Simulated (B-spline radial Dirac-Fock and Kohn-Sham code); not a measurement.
## Dipole and non-dipole photoemission parameters of In 5s

System: the free indium atom, configuration [Kr] 4d10 5s2 5p1; threshold 10.32 eV (orbital energy of the model). The computed values come from a radial B-spline solver: Dirac-Hartree-Slater photoionisation with a Latter tail; cross sections with all multipoles, angular parameters from the dipole term and its interference with E2.

The run's input, task.json:

```json
{"items": [{
  "Z": 49,
  "q": 0,
  "cfg": [[1, 0, 2], [2, 0, 2], [2, 1, 6], [3, 0, 2], [3, 1, 6], [3, 2, 10], [4, 0, 2], [4, 1, 6], [4, 2, 10], [5, 0, 2], [5, 1, 1]],
  "A": 115,
  "rrms": 4.6156,
  "do": "xps",
  "hv": [79.4, 80, 103.0, 146.0, 150, 181.0, 199.0, 243.0, 352.0, 400, 500.0, 509.0, 534.0, 905.0, 970.0, 985.0, 1000, 1140.0, 1253.6, 1370.0, 1410.0, 1610.0, 2000, 2860.0, 3030.0, 4170.0, 9251.7, 9740.0, 12000],
  "edges": {"K": 27940.0, "L1": 4238.0, "L2": 3938.0, "L3": 3730.0, "M1": 827.2, "M2": 703.2, "M3": 665.3, "M4": 451.4, "M5": 443.9, "N1": 122.9, "N2": 73.5, "N3": 73.5}
}]}
```

Command: `python xray2_run.py task.json out`

For linearly polarised light dσ/dΩ = σ/(4π) [1 + β P₂(cos θ) + (δ + γ cos²θ) sin θ cos φ], with θ from the polarisation vector and φ the angle between the beam and the projection of the electron momentum on the plane normal to the polarisation.

```
hν (eV)  σ (kb)      β       γ
   79.4    67.6  1.955   0.109
     80    67.1  1.956   0.111
    103    51.0  1.964   0.163
    146    33.9  1.972   0.218
    150    32.8  1.973   0.222
    181    25.9  1.976   0.246
    199    22.9  1.978   0.257
    243    17.6  1.980   0.275
    352    10.5  1.984   0.284
    400    8.68  1.985   0.280
    500    6.18  1.987   0.262
    509    6.01  1.987   0.260
    534    5.58  1.987   0.255
    905    2.36  1.989   0.153
    970    2.10  1.990   0.135
    985    2.04  1.990   0.131
   1000    1.99  1.990   0.127
   1140    1.59  1.990   0.092
 1253.6    1.34  1.991   0.066
   1370    1.15  1.991   0.041
   1410       ?      ?       ?
   1610   0.862  1.991  -0.001
   2000   0.583  1.992  -0.052
   2860   0.300  1.992  -0.098
   3030   0.269  1.993  -0.098
   4170   0.145  1.993  -0.060
 9251.7  0.0283  1.993   0.461
   9740  0.0254  1.993   0.518
  12000  0.0161  1.992   0.780
```

Question: Give the values at 1410 eV.

Answer: σ = 1.09 kb, β = 1.991, γ = 0.034. For an s subshell δ is negligible.
